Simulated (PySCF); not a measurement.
Al(H)(OMe)(SeH) (CH5AlOSe), SMILES C[O][AlH][SeH].

The structure is a stationary point at ωB97X-D3(BJ)/def2-SVP. The structure was generated by enumeration; whether it is a known compound was not checked. Other conformers were not sampled.

Two levels are set side by side: TDDFT-PBE/def2-SVPD (PySCF) and TDDFT-PBE0/def2-SVPD (PySCF). Vertical, same geometry. The lowest singlet is HOMO→LUMO 93 % with PBE and HOMO→LUMO+1 81 %, HOMO→LUMO+2 16 % with the other functional; states are paired by order. Differences are taken from unrounded values.

| quantity | TDDFT-PBE0 |
|---|---|
| lowest singlet excitation (eV) | 5.62 |
| lowest triplet excitation (TDA) (eV) | 4.91 |
| first bright state (f over 0.05) (eV) | 5.65 |
| its oscillator strength | 0.06 |

### Question
What does TDDFT-PBE give, and how far is it from TDDFT-PBE0? (An estimate is asked for; the answer gives what the named calculation found.)

### Answer

```
quantity                               TDDFT-PBE  TDDFT-PBE minus TDDFT-PBE0
-------------------------------------  ---------  --------------------------
lowest singlet excitation (eV)              5.13                       -0.49
lowest triplet excitation (TDA) (eV)        4.46                       -0.45
first bright state (f over 0.05) (eV)       5.13                       -0.52
its oscillator strength                     0.06                       -0.01
```

A lower first singlet is the usual sign of a functional without exact exchange. Differences between two approximate levels are no errors against the true value.

Rough cost on one machine, each run with all the roots and properties that it gave: TDDFT-PBE0 against TDDFT-PBE about 3 times.
